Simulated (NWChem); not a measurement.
SnH3Cl; SMILES [Cl][SnH3]

Results from NWChem. The geometry was optimised at PBE-D3(BJ)/def2-SVP. def2 effective core potentials on Sn; no spin-orbit coupling. Level: PBE0/def2-SVPD; rows give the wavelength of the field.

```
field    isotropic polarisability (bohr³)  anisotropy (bohr³)
-------  --------------------------------  ------------------
static                               56.6                12.9
1065 nm                              57.3                13.2
589 nm                               58.9                13.7
```
